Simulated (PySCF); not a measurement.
**In: excitation energy**

In [Kr] 4d10 5s2 5p1 (2P) → In [Kr] 4d10 5s1 5p1 6s1 (4P), as a difference of total energies. Calculation: PySCF 2.14, in aug-cc-pwCVDZ-PP with ECP28MDF (6s5p4d1f, 48 functions); scalar relativity through the core potential. Correlated levels: valence: 4s2 4p6 4d10 frozen; valence and next inner shell: nothing frozen outside the core potential. The calculations carry no spin-orbit coupling.

```
                                method  excitation energy (eV)
                                   UHF                   6.672
                                   LDA                   8.674
                                   PBE                   8.323
                                  PBE0                   8.068
                                r2SCAN                   8.181
                                B2PLYP                   8.067
                                  BLYP                   8.626
                                  TPSS                   8.187
                               r2SCAN0                   8.016
                         MP2 (valence)                   7.272
                     SCS-MP2 (valence)                   7.470
    MP2 (valence and next inner shell)                   8.055
SCS-MP2 (valence and next inner shell)                   8.113
```

How much does correlation contribute at MP2 (valence and next inner shell)?

8.055 − (6.672) = 1.383 eV, measured against UHF.

The upper state lies above the first ionisation limit, but in LS coupling its spin forbids autoionisation to the ground ion; at this Z spin-orbit coupling breaks that rule. A Rydberg-like electron needs more diffuse functions than a valence basis has.

The promoted electron is Rydberg-like, and one or two diffuse shells describe it only roughly, which tends to raise the upper state.
